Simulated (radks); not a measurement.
Values are calculated unless marked as measured or tabulated.
Si V, configuration 1s1 2s2 2p6 3d1 (not the ground configuration).

Code: a radial shooting solver on a logarithmic mesh with Libxc functionals. Model: scalar-relativistic Kohn-Sham, B86b exchange with PBE correlation, spin-polarised, spherical densities, finite nucleus; open shells are filled with parallel spins first; Fermi nuclear charge, rms radius 3.1224 fm.

Energy parts (hartree):
part                      energy
total                 -217.52986
kinetic                217.96513
electron-nucleus      -509.25728
Hartree                 90.05067
exchange-correlation   -16.28838

Orbitals (lengths in bohr, moments of r in powers of bohr; r(90%) holds 90 % of the orbital's charge):
orbital  occ.  eigenvalue (hartree)  r(90%)    <r^2>
1s up       1             -73.95853   0.193  0.01576
2s up       1              -8.28935   0.830   0.3339
2s down     1              -8.15717   0.837   0.3396
2p up       3              -6.80079   0.799   0.2873
2p down     3              -6.71009   0.805   0.2919
3d up       1              -1.29380    2.94    4.252

The highest occupied level is 3d up at -35.206 eV. The spin density at the nucleus is 932.1 e/bohr^3 (1s 932.1, 2s 0.0). Summed over all electrons, <r^2> = 6.679 bohr^2, which gives a Langevin (diamagnetic) susceptibility term of -5.29 x 10^-6 cm^3/mol. The electron density at the nucleus is 1078 e/bohr^3 (large components only).

Empty levels of this run are not shown, since the potential may be unsettled where no density lies.
